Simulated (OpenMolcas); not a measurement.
**Pm: thermal populations, worked from levels**

```yaml
Program: OpenMolcas
Basis: ANO-RCC-VTZP [8s7p5d3f2g1h]
Scalar_Hamiltonian: DKH2, point nucleus
Active_space: 5 electrons in 7 orbitals (4f)
State_averaging: 2S+1 = 6 odd, 21 roots; 2S+1 = 4 odd, 224 roots (128 in the spin-orbit step); 2S+1 = 2 odd, 130 roots kept (CI in the orbitals of an earlier block)
Spin-orbit_coupling: state interaction with AMFI integrals over the reference wave functions, term energies averaged over their components
```

Methods: CASSCF; MS-CASPT2, IPEA 0.25 Eh, imaginary shift 0.1 Eh (closed shells correlated: 5s 5p 6s). Measured levels: NIST Handbook of Basic Atomic Spectroscopic Data.

**Thermal populations.** Z = Σ (2J + 1) exp(-E/kT) with k = 0.695035 cm-1/K, over the levels below. No other level of either list lies under 5040 cm-1, which is above 7 kT at each temperature.

| Level | 2J + 1 | MS-CASPT2 | measured |
| --- | --- | --- | --- |
| 4f⁵ 6s² ⁶H°_5/2 | 6 | 0.0 | 0.0 |
| 4f⁵ 6s² ⁶H°_7/2 | 8 | 890 | 804 |
| 4f⁵ 6s² ⁶H°_9/2 | 10 | 1933 | 1749 |
| 4f⁵ 6s² ⁶H°_11/2 | 12 | 3080 | 2797 |
| 4f⁵ 6s² ⁶H°_13/2 | 14 | 4280 | 3919 |

```csv
T (K),"Z, MS-CASPT2","Z, measured levels","Ground level (%), MS-CASPT2","Ground level (%), measured levels"
300,6.113,6.172,98.2,97.2
1000,9.015,9.588,66.6,62.6
```

At 1000 K, kT = 695 cm-1, and the computed levels give Z = 6.000 + 2.223 + 0.620 + 0.143 + 0.030 = 9.015.

CASPT2 breaks the degeneracy within a term, and the mean is taken; among the terms shown or strongly mixed into the levels shown the widest spread is 510 cm-1 (4f⁵ 6s² ⁶H°, MS-CASPT2). High states are left out of the spin-orbit mixing, which shifts the levels that they would mix with. With the s shell closed, the reference lacks s² → p² mixing. Without dynamic correlation excited terms often stand tens of per cent too high (terms of higher spin than the ground term too low), and those without a measured partner can miss by more than the paired ones (holds for CASSCF). Blocks of more than 70 roots (2S+1 = 4 odd, 2 odd) ran without multistate coupling (holds for MS-CASPT2). Computed and measured levels are paired by configuration, term and J; levels that our copy of the source lacks, or whose pairing is in doubt (as where it misses far off the trend of its configuration), stay unpaired and out of the deviations. Only configurations of the active space appear.

° marks odd parity.
